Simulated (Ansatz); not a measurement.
Stepwise reaction of `NB(N)O` with hydrogen fluoride, as a gas-phase model of exchange steps in deposition or etching. ΔE in kJ/mol; ΔG adds harmonic PBE0-D4 terms to CCSD(T)/CBS, at 1 bar.

Gas-phase electronic energies from Ansatz, PBE0-D4/def2-TZVP geometries. CCSD(T)/CBS is the MP2 limit (def2-TZVPP, def2-QZVPP) plus CCSD(T) − MP2 in def2-TZVPP, frozen cores. This one scheme is used for every species. DFT in def2-TZVPP. B3LYP here is the variant with VWN-RPA as its local correlation; programs differ in this. One conformer a species, not always the lowest.

```json
{"step": "1", "reaction": "`NB(N)O` + H–F → `NB(O)F` + NH₃", "PBE-D4": "-57.7", "B3LYP-D4": "-61.4", "ωB97M-V": "-60.8", "CCSD(T)/CBS": "-55.4", "ΔG(400 K)": "-49.3"}
```

Q: Give the row of step 2, `NB(O)F` + H–F → `OB(F)F` + NH₃. (Estimate.)

A: Ansatz gave: 
| step | reaction | PBE-D4 | B3LYP-D4 | ωB97M-V | CCSD(T)/CBS | ΔG(400 K) |
| --- | --- | --- | --- | --- | --- | --- |
| 2 | `NB(O)F` + H–F → `OB(F)F` + NH₃ | -42.8 | -46.4 | -46.6 | -42.5 | -43.6 |

Q: By hand: ΔE of the 2 steps together at CCSD(T)/CBS.

A: (-55.4) + (-42.5) = -97.9 kJ/mol, or -49.0 kJ/mol a step.

In ΔE each step is higher than the one before. All are downhill at CCSD(T)/CBS. ΔG lies between -49.3 and -43.6 kJ/mol a step. PBE-D4 differs from CCSD(T)/CBS by -2.3 to -0.3 kJ/mol a step. Isolated molecules leave out the surface, adducts and barriers. Largest T1 diagnostic: 0.012.
